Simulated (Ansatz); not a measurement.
Molecule: C₅H₁₁O, charge 1, multiplicity 1. It need not be the lowest isomer of its formula. SMILES: CCC(=[OH+])CC
Coordinates optimised at B3LYP-D3(BJ)/def2-TZVP (Ansatz, a quantum-chemistry and plane-wave program):
```xyz
17

C     -2.5297     0.0571    -0.3943
C     -1.3346    -0.6241     0.2644
C     -0.0160    -0.0164     0.0304
O     -0.0042     1.1916    -0.3785
C      1.2479    -0.7480     0.2594
C      2.5223     0.0881     0.2417
H     -2.6370     1.0883    -0.0630
H     -2.4361     0.0494    -1.4799
H     -3.4366    -0.4818    -0.1282
H     -1.4349    -0.6107     1.3637
H     -1.2595    -1.6884     0.0216
H      1.1317    -1.3151     1.1889
H      1.2686    -1.5230    -0.5217
H      3.3818    -0.5565     0.4155
H      2.5237     0.8453     1.0281
H      2.6927     0.5660    -0.7274
H      0.8997     1.5533    -0.4792
```
Charge +1, spin multiplicity 1.

Parts of the frozen-core correlation energy in cc-pwCVTZ (Ansatz, hartree). Frozen orbitals: 6; correlated occupied orbitals by spin: 18 and 18; virtual: 388 and 388. No spin-orbit coupling. No relativistic terms.

| term | value |
|---|---|
| reference (HF) | -270.47124 |
| MP2 opposite-spin | -0.84183 |
| MP2 same-spin | -0.25100 |
| CCSD correlation | -1.14611 |
| (T) | -0.04659 |
| T1 diagnostic | 0.013 |
| largest doubles amplitude | 0.041 |
